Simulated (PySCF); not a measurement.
Molecule: `InChI=1S/CH9ClSi3/c2-1-5(3)4/h5H,1H2,3-4H3`.

Molfile (atoms numbered from 1):
```
CH9ClSi3
     RDKit          3D

 14 13  0  0  0  0  0  0  0  0999 V2000
   -1.8746    0.9605    0.1753 Si  0  0  0  0  0  4  0  0  0  0  0  0
    0.0825   -0.0478   -0.6336 Si  0  0  0  0  0  4  0  0  0  0  0  0
    1.9697    0.9534    0.3408 Si  0  0  0  0  0  4  0  0  0  0  0  0
    0.0218   -1.8909   -0.1583 C   0  0  0  0  0  0  0  0  0  0  0  0
   -1.5319   -2.6039   -0.7002 Cl  0  0  0  0  0  0  0  0  0  0  0  0
   -3.0702    0.5850   -0.6351 H   0  0  0  0  0  0  0  0  0  0  0  0
   -1.7238    2.4491    0.1560 H   0  0  0  0  0  0  0  0  0  0  0  0
   -2.0745    0.5250    1.5926 H   0  0  0  0  0  0  0  0  0  0  0  0
    0.1596    0.0610   -2.1239 H   0  0  0  0  0  0  0  0  0  0  0  0
    1.8436    0.9057    1.8313 H   0  0  0  0  0  0  0  0  0  0  0  0
    2.0658    2.3827   -0.0870 H   0  0  0  0  0  0  0  0  0  0  0  0
    3.2280    0.2444   -0.0514 H   0  0  0  0  0  0  0  0  0  0  0  0
    0.8364   -2.4637   -0.6241 H   0  0  0  0  0  0  0  0  0  0  0  0
    0.0871   -2.0242    0.9314 H   0  0  0  0  0  0  0  0  0  0  0  0
  1  2  1  0
  2  3  1  0
  2  4  1  0
  4  5  1  0
  1  6  1  0
  1  7  1  0
  1  8  1  0
  2  9  1  0
  3 10  1  0
  3 11  1  0
  3 12  1  0
  4 13  1  0
  4 14  1  0
M  END
```

Geometry PBE0-D3(BJ)/def2-SVP throughout; GIAO in PySCF 2.14.0 with density-fitted response routines, gas phase, one conformer, non-relativistic; equivalent atoms averaged; functional PBE0.

**Question.** How do the absolute shieldings σ depend on the basis set? (ppm; last column core-seconds on shared hosts with different chips, so compare them loosely)

**Answer.** 
| basis set | functions | Si2 | Si1/Si3 | C4 | Cl5 | H9 | H13/H14 | H6/H7/H8/H10/H11/H12 | core-s |
| --- | --- | --- | --- | --- | --- | --- | --- | --- | --- |
| STO-3G | 50 | 563.8 | 599.8 | 200.1 | 1022.2 | 30.66 | 30.86 | 31.00 | 4.4 |
| 6-31G | 79 | 484.6 | 526.5 | 169.5 | 895.8 | 28.91 | 29.84 | 29.38 | 8.7 |
| 6-31G* | 104 | 457.0 | 490.4 | 166.3 | 890.9 | 27.70 | 29.20 | 28.25 | 11 |
| def2-SVP | 131 | 474.4 | 507.0 | 165.5 | 909.1 | 27.24 | 28.67 | 27.80 | 12 |
| pcSseg-1 | 158 | 416.5 | 458.3 | 153.0 | 873.5 | 27.16 | 28.32 | 27.69 | 31 |
| 6-311+G(2d,p) | 221 | 408.8 | 450.7 | 154.2 | 871.9 | 27.02 | 28.38 | 27.64 | 27 |
| def2-TZVP | 233 | 398.8 | 440.5 | 155.4 | 860.7 | 26.99 | 28.43 | 27.62 | 29 |

**Question.** Which nucleus moves most, in ppm?

**Answer.** Si2 (silicon bonded to C, 2 Si, H): from 398.8 ppm with def2-TZVP to 563.8 ppm with STO-3G. The smallest spread is 2.54 ppm, at H13/H14. Proton shifts span only some 12 ppm, so a few tenths of a ppm matter as much there as several ppm in carbon.

**Question.** Taking the largest basis, def2-TZVP (233 functions), as the yardstick, rank the others by their worst heavy-atom deviation.

**Answer.** 6-311+G(2d,p) 11.2 ppm (221 functions), pcSseg-1 17.8 ppm (158 functions), 6-31G* 58.2 ppm (104 functions), def2-SVP 75.6 ppm (131 functions), 6-31G 86.0 ppm (79 functions), STO-3G 165.0 ppm (50 functions).

A small basis that lands close on one nucleus may do so by chance; judge by the trend and by all nuclei.
